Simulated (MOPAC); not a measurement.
MOPAC input (PM7):

```
PM7 PRECISE GNORM=0.05 LET XYZ CHARGE=1 GEO-OK AUX(PRECISION=9) THREADS=1
C3H11BN

C     1.86584800 1   -0.11624000 1    0.49619800 1
N     0.89359100 1    0.13212500 1   -0.63869800 1
B    -0.58433900 1    0.03451900 1   -0.11822000 1
C    -1.28066400 1   -1.31430000 1   -0.37179100 1
C    -1.14225900 1    1.28490900 1    0.58531600 1
H     1.67578200 1   -1.10571000 1    0.90360400 1
H     1.70674700 1    0.64112600 1    1.25852000 1
H     2.88085400 1   -0.05787900 1    0.11335200 1
H     1.07543500 1   -0.54766600 1   -1.37855000 1
H     1.08302900 1    1.05760300 1   -1.02704700 1
H    -0.62335000 1   -2.18645700 1   -0.31402200 1
H    -2.14795400 1   -1.47720100 1    0.26649000 1
H    -1.65890100 1   -1.29590700 1   -1.40652000 1
H    -0.54173800 1    2.19345500 1    0.52427900 1
H    -2.14917800 1    1.50437400 1    0.21574200 1
H    -1.29171600 1    1.05058000 1    1.64779500 1
```

From the output:

```
                                                       MOPAC v23.2.5 Linux

          FINAL HEAT OF FORMATION =        117.44298 KCAL/MOL =     491.38143 KJ/MOL

          COSMO AREA              =        133.00 SQUARE ANGSTROMS
          COSMO VOLUME            =        123.00 CUBIC ANGSTROMS

          GRADIENT NORM           =          0.03115          =       0.00779 PER ATOM
          IONIZATION POTENTIAL    =         16.162256 EV
          HOMO LUMO ENERGIES (EV) =        -16.162 -5.456
          NO. OF FILLED LEVELS    =         15
          MOLECULAR WEIGHT        =         71.9366         POINT GROUP:  Cs

          MOLECULAR DIMENSIONS (Angstroms)

            Atom       Atom       Distance
            H    13    H     8     5.34042
            H    14    H    11     4.34053
            H    12    H    10     2.77785

          SCF CALCULATIONS        =         98

   ATOM   CHEMICAL          X               Y               Z
  NUMBER   SYMBOL      (ANGSTROMS)     (ANGSTROMS)     (ANGSTROMS)

     1       C          1.87837671  *  -0.17379979  *   0.49205953  *
     2       N          0.95005028  *   0.17815198  *  -0.63802805  *
     3       B         -0.54618686  *   0.04562737  *  -0.12543429  *
     4       C         -1.27258079  *  -1.32639646  *  -0.32149808  *
     5       C         -1.22084022  *   1.30715856  *   0.50876977  *
     6       H          1.71964322  *  -1.21339781  *   0.84372355  *
     7       H          1.74271384  *   0.50358155  *   1.35950880  *
     8       H          2.93981029  *  -0.09423051  *   0.17963247  *
     9       H          1.13365162  *  -0.45451939  *  -1.44256458  *
    10       H          1.15548692  *   1.14463586  *  -0.96225515  *
    11       H         -0.66041064  *  -2.13497623  *  -0.73388381  *
    12       H         -1.69501908  *  -1.69195770  *   0.63271295  *
    13       H         -2.15073016  *  -1.21209340  *  -0.98520312  *
    14       H         -0.57005010  *   2.17684399  *   0.64574041  *
    15       H         -2.08157191  *   1.63800743  *  -0.10314227  *
    16       H         -1.65981765  *   1.07011463  *   1.49541749  *

                             CARTESIAN COORDINATES

   1    C        1.878376714    -0.173799787     0.492059534
   2    N        0.950050280     0.178151977    -0.638028045
   3    B       -0.546186857     0.045627371    -0.125434287
   4    C       -1.272580791    -1.326396464    -0.321498083
   5    C       -1.220840215     1.307158559     0.508769775
   6    H        1.719643217    -1.213397807     0.843723553
   7    H        1.742713842     0.503581553     1.359508797
   8    H        2.939810292    -0.094230506     0.179632470
   9    H        1.133651616    -0.454519392    -1.442564580
  10    H        1.155486920     1.144635863    -0.962255147
  11    H       -0.660410638    -2.134976227    -0.733883813
  12    H       -1.695019080    -1.691957702     0.632712949
  13    H       -2.150730163    -1.212093405    -0.985203120
  14    H       -0.570050105     2.176843985     0.645740412
  15    H       -2.081571906     1.638007425    -0.103142272
  16    H       -1.659817655     1.070114632     1.495417494

           Empirical Formula: C3 H11 N B  =    16 atoms

      MOLECULAR POINT GROUP   :   Cs

                  EIGENVALUES
 -42.54742 -29.29924 -29.20441 -28.30460 -23.46025 -22.60427 -21.20069 -18.78817
 -18.59349 -18.45976 -18.14276 -17.72497 -17.32028 -16.65822 -16.16226  -5.45597
  -3.84520  -2.32273  -2.02673  -0.78502  -0.25223  -0.00949   0.20475   0.37501
   1.04938   1.50718   1.50892   1.55189   1.57825   2.82600   2.89201

              NET ATOMIC CHARGES AND DIPOLE CONTRIBUTIONS

  ATOM NO.   TYPE          CHARGE      No. of ELECS.   s-Pop       p-Pop
    1          C          -0.340147        4.3401     1.07714     3.26300
    2          N          -0.243903        5.2439     1.51168     3.73222
    3          B           0.436643        2.5634     0.76132     1.80204
    4          C          -0.571804        4.5718     1.05760     3.51420
    5          C          -0.571897        4.5719     1.05760     3.51430
    6          H           0.195594        0.8044     0.80441
    7          H           0.195702        0.8043     0.80430
    8          H           0.193671        0.8063     0.80633
    9          H           0.288142        0.7119     0.71186
   10          H           0.288287        0.7117     0.71171
   11          H           0.163778        0.8362     0.83622
   12          H           0.199449        0.8006     0.80055
   13          H           0.201720        0.7983     0.79828
   14          H           0.163781        0.8362     0.83622
   15          H           0.201637        0.7984     0.79836
   16          H           0.199349        0.8007     0.80065
 DIPOLE           X         Y         Z       TOTAL
 POINT-CHG.     2.405     0.247    -0.931     2.591
 HYBRID         0.444     0.155    -0.537     0.714
 SUM            2.849     0.402    -1.469     3.231

          ATOMIC ORBITAL ELECTRON POPULATIONS

     Atom    s        px        py        pz
    1  C   1.07714   1.05787   1.20679   0.99835
    2  N   1.51168   1.29377   1.23788   1.20057
    3  B   0.76132   0.59327   0.91416   0.29461
    4  C   1.05760   1.19187   1.12087   1.20146
    5  C   1.05760   1.19343   1.13058   1.19028
    6  H   0.80441
    7  H   0.80430
    8  H   0.80633
    9  H   0.71186
   10  H   0.71171
   11  H   0.83622
   12  H   0.80055
   13  H   0.79828
   14  H   0.83622
   15  H   0.79836
   16  H   0.80065

 **********************
 *                    *
 * JOB ENDED NORMALLY *
 *                    *
 **********************

 == MOPAC DONE ==
```

The dipole moment of an ion depends on the origin.

The geometry given is a B3LYP-D3(BJ)/def2-TZVP minimum.
